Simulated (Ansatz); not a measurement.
Noncovalent pair: HI (SMILES I) (first 2 atoms) with Si2H6 (SMILES [SiH3][SiH3]); geometry from B3LYP-D3(BJ)/def2-TZVP.
(charge 0, multiplicity 1):
```xyz
10

I     -0.61206    -0.35477    -0.57037
H      0.32422    -0.25241     0.74340
Si    -0.40436     0.02342     3.73966
Si     0.09004     0.20659     6.02382
H     -1.22359    -1.18193     3.47059
H      0.85448    -0.09021     2.95727
H     -1.13738     1.21887     3.26003
H     -1.16266     0.32527     6.80853
H      0.92454     1.40703     6.27164
H      0.83026    -0.99308     6.48415
```

Basis-set superposition error: the interaction energy with monomers in their own basis, and in the dimer's basis (counterpoise).

Codes used: Ansatz (a program for electronic structure) with Gaussian orbitals.  In def2 rows elements past Kr take small-core potentials, without spin–orbit coupling.

| level | uncorrected (meV) | counterpoise (meV) | difference |
|---|---|---|---|
| HF/def2-SVPD | 40.9 | 53.1 | 12.2 |
| HF/def2-QZVPPD | 51.6 | 51.8 | 0.2 |
| SVWN5/def2-TZVPPD | -98.8 | -96.2 | 2.6 |
| PBE/def2-TZVPPD | -19.2 | -17.2 | 2.0 |
| BLYP/def2-TZVPPD | 35.6 | 37.8 | 2.2 |
| B3LYP/def2-TZVPPD | 20.5 | 22.5 | 2.1 |
| PBE0/def2-TZVPPD | -12.5 | -10.5 | 2.0 |
| BHLYP/def2-TZVPPD | 11.8 | 13.8 | 2.0 |
| wB97M-V/def2-TZVPPD | -39.4 | -37.5 | 1.9 |
| MP2/def2-SVPD | -72.0 | -25.9 | 46.1 |

The error is largest for MP2/def2-SVPD (46.1 meV) and smallest for HF/def2-QZVPPD (0.2 meV).
